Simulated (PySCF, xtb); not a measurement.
C₂H₆Cl₂OSn, SMILES C[O][Sn]([CH3])([Cl])[Cl].

xtb 6.7.1 with GFN2-xTB at its own geometry gives an orbital gap of 2.80 eV and a dipole moment of 2.92 D.

Geometry optimised at B3LYP-D3(BJ)/def2-SVP. The def2 effective core potentials stand for the cores of Sn; spin–orbit coupling is left out. The values are those of a single conformer.

Task: What does PBE/def2-TZVP in PySCF give? (The exact figures need the calculation; the answer reports its results.)

Result: gap 3.72 eV (levels -6.56 and -2.84 eV), dipole 2.48 D.
